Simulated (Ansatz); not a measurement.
Coupled-cluster diagnostics for CrO₂F₂, Ansatz.

Geometry of the singlet (r2SCAN-D4/def2-SVP):

| atom | x (Å) | y (Å) | z (Å) |
| --- | --- | --- | --- |
| Cr1 | 0.002 | 0.020 | -0.017 |
| O2 | 0.802 | 1.318 | 0.234 |
| O3 | -0.661 | 0.116 | -1.409 |
| F4 | -1.193 | -0.146 | 1.170 |
| F5 | 1.050 | -1.307 | 0.022 |

Correlated methods freeze 9 core orbitals; core or outer-core shells of Cr are correlated, in sets that lack core-valence functions.

(1) Estimate the CCSD(T) correlation energy, the shares of MP2 and (T), T1 and the reference's ⟨S²⟩ for: charge 0, singlet, own geometry in def2-TZVPP; and the rough time on 4 threads of Arm Neoverse V1 on a shared host.

Results:

(1) 
```csv
state,basis,correlation (eV),MP2 share (%),(T) share (%),T1,⟨S²⟩ (pure),wall time,remarks
"charge 0, singlet, own geometry",def2-TZVPP,-48.943,107.1,7.2,0.037,0.00 (0.00),2.4 min,"flagged by the program, restricted SCF unstable"
```
Customary marks for T1 are 0.02 (closed shells), 0.045 (open shells) and about 0.05 (3d metals). T1 exceeds 0.02 in 1 of 1 rows and 0.045 in 0; the higher it lies, the less the single-reference result can be trusted.
